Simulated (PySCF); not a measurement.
B2N, SMILES [B][N][B] (connectivity only; charge and spin as stated), neutral, multiplicity 2. Atoms are numbered in the order given.

```xyz
3

B      0.0000     0.0000     1.3108
N      0.0000     0.0000     0.0000
B      0.0000     0.0000    -1.3108
```
Charge 0, spin multiplicity 2.

Geometry optimised at B3LYP-D3(BJ)/def2-TZVP.

Computed with ωB97X/def2-TZVPD (PySCF).

Gas-phase values at a fixed geometry.

The total energy comes out as -104.30152 hartree. The point group is D∞h, the α spin, highest occupied and lowest empty level is -9.10 and -0.33 eV and the β spin, highest occupied and lowest empty level comes out as -8.59 and -3.52 eV. The dipole moment is 4.24 D. The mean static polarisability is 62.5 bohr³ (9.26 Å³), the polarisability, principal values is 36.1, 36.1, 115.2 bohr³ and the ⟨S²⟩ is 0.763 (pure state 0.75).
